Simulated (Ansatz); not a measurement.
Isolated molecules relaxed with PBE0-D4/def2-TZVP in Ansatz; ΔE leaves out vibrations. CCSD(T)/CBS is the MP2 limit (def2-TZVPP, def2-QZVPP) plus CCSD(T) − MP2 in def2-TZVPP, frozen cores. DFT in def2-TZVPP. B3LYP here is the variant with VWN-RPA as its local correlation; programs differ in this. HSE06 is defined as in plane-wave codes. For Ge outer-core shells are correlated without core-valence functions, which leaves a few kJ/mol of doubt a bond. Scalar relativity is left out up to krypton. Each species was taken in one conformer, which may not be the lowest.

`[F][GeH2][SiH2]Cl` + `[NH2][GeH3]` → `Cl[SiH2][NH][GeH3]` + `[F][GeH3]`  (cleavage of the Si–Ge bond)

```csv
level,ΔE (kJ/mol),difference from CCSD(T)/CBS
BLYP-D4,-63.2,8.7
PBE0-D4,-60.2,11.7
B3LYP-D4,-68.0,3.9
HSE06-D4,-59.9,12.0
BLYP,-57.5,14.4
BHLYP,-73.7,-1.8
MP2/def2-SVP,-83.5,-11.6
SCS-MP2/def2-TZVPP,-80.6,-8.7
HF/CBS(def2),-84.9,-13.0
CCSD/CBS(def2),-72.6,-0.7
CCSD(T)/CBS,-71.9,0
```

(1) What do rigid-rotor, harmonic-oscillator terms from PBE0-D4/def2-TZVP frequencies (298.15 K, 1 bar) make of the CCSD(T)/CBS value? (Estimate.)

Largest T1 diagnostic among the species: 0.012.

## Answers

(1) The calculation gave: ΔZPE = -4.3 kJ/mol, ΔH = -77.4 kJ/mol, ΔS = -16 J/(mol·K), ΔG = -72.6 kJ/mol. Modes under 50 cm⁻¹ make the entropy rough.

From r2SCAN to r2SCAN0 (25 % exact exchange), in def2-TZVPP and without D4, ΔE moves by −3.5 kJ/mol. Leaving LDA and LC-ωPBE aside and taking each functional with its dispersion term where it has one, the values, not all of them listed here, spread over 22.9 kJ/mol, from BHLYP-D4 to PBE-D4. LDA lies −10.1 kJ/mol from PBE without D4.
